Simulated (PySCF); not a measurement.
**Computed properties of In(F)2(NCO) (CF2InNO), SMILES O=C=[N][In]([F])[F]**

CF₂InNO, SMILES O=C=[N][In]([F])[F]. Coordinates come from a r2SCAN-D4/def2-SVP optimisation. The structure was generated by enumeration; whether it is a known compound was not checked. The def2 effective core potentials stand for the cores of In; spin–orbit coupling is left out. The values are those of a single conformer. All values are computed for the isolated molecule unless a solvent is named; none is compared with measurement here.

**Structure.** The optimised structure has Cs symmetry. All 12 harmonic modes at r2SCAN-D4/def2-SVP (PySCF) are real, so it is a minimum. With heavy atoms numbered as in [In:1]([F:2])([F:3])[N:4]=[C:5]=[O:6], the shortest bond between them is C5–O6 at 1.171 Å and the longest In1–N4 at 2.015 Å.

**Vibrations.** The strongest infrared lines (harmonic, unscaled, degenerate partners summed) lie at 2364 cm⁻¹ (1119 km/mol, C 71 %, O 15 %, N 14 %), 646 cm⁻¹ (53 km/mol, F 80 %, In 18 %), 636 cm⁻¹ (50 km/mol, C 45 %, N 21 %, F 20 %, O 9 %). The softest mode is at 41 cm⁻¹ and the zero-point energy is 10.3 kcal/mol.

**Electronic structure.** B3LYP/def2-TZVP (PySCF) places the frontier levels at -8.99 and -3.65 eV, a gap of 5.34 eV, and gives a dipole moment of 0.39 D and a mean polarisability of 49.3 bohr³. PBE/def2-TZVP (PySCF) at the same geometry gives -7.81 and -4.19 eV, so its gap is 1.72 eV narrower. An orbital gap is neither the optical nor the fundamental gap.

**Excitations.** TDA-PBE0/def2-SVPD (PySCF) has S1 at 4.65 eV (266 nm, f = 0.005, weak); the most intense of the 10 singlets computed lies at 6.56 eV (f = 0.19). T1 (TDA) is at 4.34 eV, 0.31 eV under S1. TDA-PBE/def2-SVPD (PySCF) puts S1 at 3.77 eV. No vertical singlet excitation falls in the visible range (under 3.1 eV).
